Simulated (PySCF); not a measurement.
# How methods differ on the excitation energy of Be

Be [He] 2s2 (1S) → Be [He] 2s1 2p1 (3P), as a difference of total energies. Computed with PySCF 2.14 in aug-cc-pCVTZ-DK with one added diffuse shell each of s, p, d, f type (8s7p5d3f, 75 functions), with the spin-free X2C one-electron Hamiltonian (Gaussian nucleus). Correlated levels: valence: 1s2 frozen; valence and next inner shell: nothing frozen. The calculations carry no spin-orbit coupling.

```tsv
method	excitation energy (cm⁻¹)
UHF	13065
LDA	19412
PBE	18629
PBE0	18467
M06-L	18751
LC-wPBE	18058
TPSS	19536
MP2 (valence)	18767
SCS-MP2 (valence)	20437
MP2 (valence and next inner shell)	18904
SCS-MP2 (valence and next inner shell)	20585
```

Q: Estimate what r2SCAN gives.

A: 17207 cm⁻¹, closest to LC-wPBE among the rows shown.

Q: Estimate what HSE06 gives.

A: 18435 cm⁻¹, closest to PBE0 among the rows shown.

Errors of the correlated levels include the incompleteness of this basis and the frozen core.

For comparison: 21980 cm⁻¹ (measured; NIST levels, between the centres of gravity of the two terms).
